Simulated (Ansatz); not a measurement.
Stepwise reaction of `[Cl][In]([Cl])[I]` with hydrogen, as a gas-phase model of exchange steps in deposition or etching. ΔE in kJ/mol; ΔG adds harmonic PBE0-D4 terms to CCSD(T)/CBS, at 1 bar.

Isolated molecules relaxed with PBE0-D4/def2-TZVP in Ansatz; ΔE leaves out vibrations. CBS: MP2 limit from def2 TZ/QZ plus the TZ coupled-cluster correction, frozen cores. This one scheme is used for every species. Functionals use def2-TZVPP. B3LYP here is the variant with VWN-RPA as its local correlation; programs differ in this. Elements past krypton have def2 core potentials. For I, In outer-core shells are correlated without core-valence functions, which leaves a few kJ/mol of doubt a bond.

```
step                                         reaction  PBE-D4  B3LYP-D4  ωB97M-V  CCSD(T)/CBS  ΔG(500 K)
   1  `[Cl][In]([Cl])[I]` + H₂ → `[Cl][InH][I]` + HCl    81.3      84.4     80.8         86.8       75.8
   2          `[Cl][InH][I]` + H₂ → `[InH2][I]` + HCl    97.7     100.2     96.7        102.9       97.9
```

By hand: ΔE of the 2 steps together at CCSD(T)/CBS.

(86.8) + (102.9) = 189.7 kJ/mol, or 94.8 kJ/mol a step.

In ΔE each step is higher than the one before. All are uphill at CCSD(T)/CBS. ΔG lies between 75.8 and 97.9 kJ/mol a step. PBE-D4 differs from CCSD(T)/CBS by -5.5 to -5.2 kJ/mol a step. Isolated molecules leave out the surface, adducts and barriers. Largest T1 diagnostic: 0.012.
